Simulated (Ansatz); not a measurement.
```xyz
12

C    -0.3127    1.7230   -0.0871
N     0.8550    0.9005    0.1167
B     0.9450   -0.4855    0.1609
F     2.1730   -1.0051    0.3677
Si   -0.5787   -1.8131   -0.0532
H    -1.1895    1.0884   -0.2100
H    -0.4901    2.3838    0.7664
H    -0.2146    2.3418   -0.9839
H     1.7152    1.4167    0.2423
H    -1.9037   -1.1753   -0.2956
H    -0.6986   -2.6499    1.1733
H    -0.3002   -2.7253   -1.1975
```

The species carries charge 0 and has multiplicity 1.

(1) List the PBE0/def2-TZVPP orbital energies in eV (Ansatz). (Estimate.)

## Answers

(1) The calculation gave: Occupied: -1802.02, -673.62, -391.75, -279.16, -185.58, -144.42, -99.08, -99.07, -99.05, -33.24, -25.45, -19.42, -15.88, -14.60, -14.49, -13.33, -12.77, -12.21, -11.73, -11.14, -9.55, -9.50, -8.29, -7.93. Lowest empty: -0.19, 0.80, 1.23, 1.49, 1.88, 2.01, 2.21, 2.71.
